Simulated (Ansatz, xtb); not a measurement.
**Relative energy of two structures of C2H9GaOSi**

Structure a: `O[CH2][GaH][CH2][SiH3]`, a singlet. Structure b: a singlet given by its coordinates. Both are isolated molecules in the gas phase, relaxed with PBE0-D3(BJ)/def2-SVP; the shapes shown needn't be the lowest conformers.

a (Å):

```xyz
14

C     1.9296   -1.8083   -0.1427
C    -0.9814   -0.0327   -0.6503
Ga    0.9279   -0.3560   -1.0650
O     1.1328   -2.7007    0.6074
Si   -1.8380   -1.1908    0.5453
H     0.7208   -2.2156    1.3296
H     2.4162   -2.4048   -0.9349
H     2.7766   -1.3945    0.4446
H     1.6311    0.5647   -2.1383
H    -1.0382    0.9994   -0.2564
H    -1.5339   -0.0064   -1.6066
H    -3.2131   -0.7113    0.8989
H    -1.0702   -1.2578    1.8357
H    -1.9592   -2.5721   -0.0064
```

b (Å):

| atom | x (Å) | y (Å) | z (Å) |
| --- | --- | --- | --- |
| C | -1.3066 | -0.2581 | 2.9786 |
| C | 0.4805 | -0.2097 | 0.0510 |
| Ga | -0.6897 | -1.1522 | 1.3380 |
| O | -0.7276 | 0.2445 | -0.6155 |
| Si | -1.6358 | -3.1798 | 0.4240 |
| H | -2.4024 | -0.2992 | 3.0672 |
| H | -0.9840 | 0.7931 | 3.0086 |
| H | -0.8851 | -0.7692 | 3.8601 |
| H | -0.8822 | -4.3945 | 0.8804 |
| H | -3.0781 | -3.4053 | 0.7626 |
| H | -1.5369 | -3.1640 | -1.0769 |
| H | 1.0058 | 0.6815 | 0.4214 |
| H | 1.1469 | -0.7562 | -0.6326 |
| H | -0.9322 | -0.3767 | -1.3239 |

Close contacts (Å): C1–Ga3 1.97, C2–Ga3 1.98, C2–O4 1.45, Ga3–O4 2.40, Ga3–Si5 2.42, C1–H6 1.10, C1–H7 1.10, C1–H8 1.10, C2–H12 1.10, C2–H13 1.10, O4–H14 0.96, Si5–H9 1.50, Si5–H10 1.50, Si5–H11 1.50.

Problem. Estimate E(b) − E(a) at the level CCSD(T)/def2-SVP + ΔMP2/def2-TZVPP.

Solution. Calculated at CCSD(T)/def2-SVP + ΔMP2/def2-TZVPP: E(b) − E(a) = −15.2 kJ/mol, so structure b lies lower.

Level by level:

```csv
level,geometry,E(b) − E(a) (kJ/mol),departure from the last row (kJ/mol),"job, with rough time for the two"
PBE0-D3(BJ)/def2-SVP,PBE0-D3(BJ)/def2-SVP,−16.3,−1.0,"optimisation, 4.4 min"
HF/def2-SVP,PBE0-D3(BJ)/def2-SVP,−1.0,+14.2,part of the CCSD(T) run
MP2/def2-SVP,PBE0-D3(BJ)/def2-SVP,−9.4,+5.9,part of the CCSD(T) run
CCSD(T)/def2-SVP,PBE0-D3(BJ)/def2-SVP,−15.1,+0.2,single point
CCSD(T)/def2-SVP + ΔMP2/def2-TZVPP,PBE0-D3(BJ)/def2-SVP,−15.2,,"single point, 98 s"
```

HF/def2-SVP finds them nearly level. The largest departure from CCSD(T)/def2-SVP + ΔMP2/def2-TZVPP is that of HF/def2-SVP, 14.2 kJ/mol. Levels run at GFN2-xTB geometries aren't shown. The last row adds to CCSD(T) the change of the MP2 difference between the two basis sets, here −0.2 kJ/mol.

With thermal terms from frequencies at re-optimised GFN2-xTB minima (ideal gas, soft modes damped towards free rotors, one conformer each, 298.15 K, 1 atm): on the last row, ΔE + ΔZPE = −9.6, ΔH = −6.8, ΔG = −14.0 kJ/mol.

The correlated steps freeze 17 core orbitals; the filled d shell of Ga is correlated, in a basis made for valence electrons. Run with Ansatz 0.2.0, xtb 6.7.1; the last row on 2 threads of Arm Neoverse V1 on a shared host.
